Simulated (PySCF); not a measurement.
Isomers of C8H12P2, mass 170.041 u with the commonest isotopes. Computed with PBE0/pcSseg-1 in PySCF (dipole) on a GFN2-xTB geometry, gas phase. One conformer each, none proved a minimum here; rigid rotors.

Problem. Order these by out-of-plane moment Σ m c² = (Ia + Ib − Ic)/2, smallest first.
A. `[CH3:1][c:2]1[cH:3][c:4]([CH:5]([CH3:6])[CH3:7])[p:8][cH:9][p:10]1` with C3–C4–C5–C6 -117°
B. `[CH3:1][c:2]1[p:3][cH:4][cH:5][p:6][c:7]1[CH:8]([CH3:9])[CH3:10]` with P6–C7–C8–C9 74°
C. `[CH:1]#[C:2][P:3]1[CH2:4][CH2:5][P:6]([CH:7]=[CH2:8])[CH2:9][CH2:10]1` with C5–P6–C7–C8 32°, C2–P3–C4–C5 -161°, P3–C4–C5–P6 -9°, C4–C5–P6–C7 172°, C5–P6–C9–C10 -60°
D. `[CH3:1][c:2]1[cH:3][cH:4][c:5]([P:6]([CH3:7])[PH2:8])[cH:9][cH:10]1` with C4–C5–P6–C7 117°, C5–P6–P8–H 76° and 168°

Solution. C (44.25 u·Å²), B (52.36 u·Å²), A (55.18 u·Å²), D (77.75 u·Å²).

Problem. Order these by rotational constant B, smallest first.
A. `[CH:1]#[C:2][P:3]1[CH2:4][CH2:5][P:6]([CH:7]=[CH2:8])[CH2:9][CH2:10]1` with C5–P6–C7–C8 32°, C2–P3–C4–C5 -161°, P3–C4–C5–P6 -9°, C4–C5–P6–C7 172°, C5–P6–C9–C10 -60°
B. `[CH3:1][c:2]1[p:3][cH:4][cH:5][p:6][c:7]1[CH:8]([CH3:9])[CH3:10]` with P6–C7–C8–C9 74°
C. `[CH3:1][c:2]1[cH:3][cH:4][c:5]([P:6]([CH3:7])[PH2:8])[cH:9][cH:10]1` with C4–C5–P6–C7 117°, C5–P6–P8–H 76° and 168°
D. `[CH3:1][c:2]1[p:3][cH:4][c:5]([CH:6]([CH3:7])[CH3:8])[cH:9][p:10]1` with C4–C5–C6–C7 66°
E. `[CH3:1][c:2]1[cH:3][c:4]([CH:5]([CH3:6])[CH3:7])[p:8][cH:9][p:10]1` with C3–C4–C5–C6 -117°

Solution. C (521.4 MHz), A (559.2 MHz), D (613.7 MHz), E (685.6 MHz), B (845.3 MHz).

Problem. Order these by dipole moment, largest first.
A. `[CH:1]#[C:2][P:3]1[CH2:4][CH2:5][P:6]([CH:7]=[CH2:8])[CH2:9][CH2:10]1` with C5–P6–C7–C8 32°, C2–P3–C4–C5 -161°, P3–C4–C5–P6 -9°, C4–C5–P6–C7 172°, C5–P6–C9–C10 -60°
B. `[CH3:1][c:2]1[p:3][cH:4][cH:5][p:6][c:7]1[CH:8]([CH3:9])[CH3:10]` with P6–C7–C8–C9 74°
C. `[CH3:1][c:2]1[p:3][cH:4][c:5]([CH:6]([CH3:7])[CH3:8])[cH:9][p:10]1` with C4–C5–C6–C7 66°
D. `[CH3:1][c:2]1[cH:3][cH:4][c:5]([P:6]([CH3:7])[PH2:8])[cH:9][cH:10]1` with C4–C5–P6–C7 117°, C5–P6–P8–H 76° and 168°

Solution. A (2.30 D), C (1.51 D), D (1.39 D), B (1.17 D).

| SMILES | point group | Ia (u·Å²) | Ib (u·Å²) | Ic (u·Å²) | κ | μa (D) | μb (D) | μc (D) |
| --- | --- | --- | --- | --- | --- | --- | --- | --- |
| C#CP1CCP(C=C)CC1 | C1 | 178.18 | 903.71 | 993.38 | -0.96 | 0.68 | 0.08 | 2.20 |
| Cc1cc(C(C)C)pcp1 | near Cs | 300.95 | 737.16 | 927.76 | -0.75 | 0.81 | 2.06 | 0.01 |
| Cc1ccc(P(C)P)cc1 | C1 | 231.88 | 969.20 | 1045.58 | -0.96 | 1.30 | 0.06 | 0.48 |
| Cc1pccpc1C(C)C | C1 | 345.85 | 597.85 | 838.98 | -0.43 | 0.97 | 0.67 | 0.01 |
| Cc1pcc(C(C)C)cp1 | – | 263.05 | 823.52 | 975.91 | -0.86 | 1.50 | 0.13 | 0.09 |
